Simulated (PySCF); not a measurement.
Atom-mapped SMILES (the numbers label the heavy atoms): `[CH3:1][C:2]#[C:3][c:4]1[cH:5][cH:6][cH:7][n:8][cH:9]1`. Each H is labelled by its parent atom.

[PySCF 2.14.0 with density-fitted response routines: structure optimised with PBE0-D3(BJ)/def2-SVP; GIAO CAM-B3LYP/pcSseg-1 shieldings; one computed conformer; no solvent; rapidly exchanging positions averaged; relativity neglected]

Chemical shifts δ = σref − σ; 13C (182.45 ppm) and 1H (31.33 ppm) against TMS; NH3 for 15N (267.29 ppm), all at this level.

```tsv
atoms	nucleus	count	δ (ppm)
C6	13C	1	130.5
C5	13C	1	149.3
H(C7)	1H	1	8.57
H(C9)	1H	1	8.75
C3	13C	1	?
C4	13C	1	129.3
C2	13C	1	?
H(C6)	1H	1	?
C1	13C	1	4.2
N8	15N	1	370.6
C7	13C	1	157.4
H(C5)	1H	1	?
H(C1)	1H	3	2.10
C9	13C	1	163.7
```

**Question.** Complete the table.

**Answer.** 
- C2: 98.1 ppm, alkyne carbon; the triple bond shields along its axis, which puts it between sp3 and sp2 carbons
- C3: 82.3 ppm, alkyne carbon; sp carbons lie upfield of alkene carbons because the cylindrical π system leaves one tensor component strongly shielded
- H(C5): 7.69 ppm, hydrogen on an aromatic CH; ring-current deshielding
- H(C6): 7.11 ppm, hydrogen on an aromatic CH; aromatic region

Shifts are as computed, not scaled to solution data. Of 1211 compounds with measured shifts, 218 miss one by over three times the rms of a fit or turn the order of signals round; such compounds aren't used in these exercises. Experimental scales use liquid or dissolved standards, which lie at an offset from isolated NH3 (liquid NH3: subtract about 20 ppm). Unscaled 15N shifts of sp2 nitrogen come out 20 to 40 ppm too high even then.
